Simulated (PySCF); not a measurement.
**Frontier levels across methods**

Compound: C4H6BF.
Structure used (PBE0-D3(BJ)/def2-SVP), in Å, numbered top down from 1:
```
atom  x, y, z in Å
C1     2.1382    0.2809   -0.9085
C2     0.9107   -0.1121   -0.5355
C3     0.1066    0.6403    0.4098
C4    -1.1443    0.3362    0.8375
B5    -1.9736   -0.8844    0.3936
F6    -3.2071   -1.0262    0.8698
H7     2.7327   -0.2941   -1.6224
H8     2.5874    1.1947   -0.5060
H9     0.4829   -1.0272   -0.9550
H10    0.5896    1.5487    0.7957
H11   -1.6013    1.0284    1.5553
H12   -1.5912   -1.7434   -0.3701
```

Basis pcSseg-2 throughout (PySCF), one geometry. Geometry: PBE0-D3(BJ)/def2-SVP, one conformer, isolated molecule.

**Question.** How do the orbital energies, the gap and the dipole change with the method?

**Answer.** 
| method | kind | HOMO (eV) | LUMO (eV) | gap (eV) | μ (D) | SCF cycles |
| --- | --- | --- | --- | --- | --- | --- |
| BLYP | GGA | -6.20 | -2.85 | 3.35 | 2.35 | 16 |
| B97-D | GGA | -6.28 | -2.87 | 3.41 | 2.34 | 16 |
| KT3 | GGA | -6.35 | -2.93 | 3.42 | 2.37 | 17 |
| OPBE | GGA | -6.35 | -2.91 | 3.44 | 2.29 | 17 |
| KT2 | GGA | -6.36 | -2.97 | 3.39 | 2.41 | 17 |
| PBE | GGA | -6.39 | -3.01 | 3.37 | 2.33 | 16 |
| BP86 | GGA | -6.46 | -3.09 | 3.38 | 2.33 | 17 |
| LDA | LDA | -6.60 | -3.27 | 3.34 | 2.40 | 15 |
| B97-2 | global hybrid | -7.07 | -2.13 | 4.94 | 2.42 | 14 |
| B3LYP | global hybrid | -7.11 | -2.31 | 4.80 | 2.43 | 14 |
| PBE0 | global hybrid | -7.32 | -2.12 | 5.20 | 2.43 | 14 |
| mPW1PW91 | global hybrid | -7.33 | -2.13 | 5.20 | 2.43 | 14 |
| BHandHLYP | global hybrid | -8.09 | -1.08 | 7.01 | 2.54 | 12 |
| CAM-B3LYP | range-separated hybrid | -8.50 | -1.04 | 7.47 | 2.41 | 12 |
| wB97X-D | range-separated hybrid | -9.03 | -0.36 | 8.67 | 2.36 | 13 |
| HF | Hartree–Fock | -9.24 | 1.48 | 10.72 | 2.67 | 11 |
| LC-wPBE | range-separated hybrid | -9.80 | 0.04 | 9.85 | 2.32 | 14 |

The HOMO spans 3.60 eV, from BLYP down to LC-wPBE, and the gap runs from 3.34 eV (LDA) to 10.72 eV (HF). Over the methods BLYP (0 %), B97-D (0 %), KT3 (0 %), OPBE (0 %), KT2 (0 %), PBE (0 %), BP86 (0 %), LDA (0 %), B97-2 (21 %), B3LYP (20 %), PBE0 (25 %), mPW1PW91 (25 %), BHandHLYP (50 %), HF (100 %), a straight line through the gap against the share of exact exchange rises by 0.73 eV for each 10 % (correlation coefficient 1.000). The dipole ranges from 2.29 D (OPBE) to 2.67 D (HF). This basis has no diffuse functions.
